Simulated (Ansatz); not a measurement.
Geometry optimisation, RHF/def2-SVP in Ansatz 0.2.0.

Input:

```yaml
crystal:
  periodic: [false, false, false]
  atoms:
    - { symbol: Ta, position_ang: [0.0, 0.0, 0.0] }
    - { symbol: Cl, position_ang: [2.82, 0.0, 0.0] }
    - { symbol: F, position_ang: [0.0, 0.0, 1.93] }
    - { symbol: F, position_ang: [0.0, 0.0, -1.93] }
    - { symbol: O, position_ang: [-1.01, 1.7493, 0.0] }
    - { symbol: H, position_ang: [-1.4859, 1.8638, 0.8834] }
    - { symbol: F, position_ang: [-0.965, -1.6714, 0.0] }
    - { symbol: H, position_ang: [0.6622, -1.6867, 1.0613] }
    - { symbol: H, position_ang: [1.6841, -1.4058, 0.8845] }
basis:
  gaussian: { orbitals: def2-SVP }
hamiltonian:
  xc: hf
relax:
  f_tol: 0.15
  max_steps: 25
  restrain:
    - { distance: [0, 7], at: 1.8, k: 30.0 }
    - { distance: [8, 1], at: 1.37, k: 30.0 }
    - { distance: [0, 1], at: 3.67, k: 30.0 }
    - { distance: [8, 7], at: 1.86, k: 30.0 }
```

Launched with:

```bash
$ ansatz run input.yaml --threads 2 --pin off --max-ram 3072MiB --backend cpu --events-out ev --progress --plain --runs-dir out
```

Question: Where does it end, and by what steps?

Answer: The forces met the threshold. The restraints hold the end off the free minimum. After 16 steps the energy has fallen by 2.778 eV (the restraints' own energy left out); H6 moved furthest, 1.38 Å. Parted: Ta1–Cl2 (2.82 → 3.67 Å). Joined: Cl2–H9 (2.01 → 1.32 Å).

```csv
step,energy less start (eV),largest force component (eV/Å),accepted
0,0.0000,5.118,yes
1,1.4187,4.539,yes
2,1.6356,4.131,yes
3,0.6222,4.296,yes
4,-0.6730,2.473,yes
5,-1.4578,1.091,yes
6,-1.9387,1.066,yes
7,-2.1920,1.246,yes
8,-2.3671,1.963,yes
9,-2.5317,1.709,yes
10,-2.6577,1.706,yes
11,-2.7230,1.564,yes
12,-2.7537,1.454,yes
13,-2.7355,1.668,no
14,-2.7649,1.484,yes
15,-2.7631,1.565,yes
16,-2.7778,1.477,yes
```

```xyz
9
Properties=species:S:1:pos:R:3
Ta -0.607 -0.498 0.205
Cl 2.852 0.668 0.618
F -0.683 -0.744 2.072
F -0.204 -0.681 -1.626
O -0.617 1.353 0.244
H -0.244 2.208 0.384
F -2.229 -1.381 -0.019
H 0.889 -1.456 0.385
H 2.548 -0.619 0.566
```

Time of the run: 32 s on 2 threads of Intel(R) Xeon(R) 6975P-C (Granite Rapids), with other jobs on the host, peak memory 0.3 GiB.
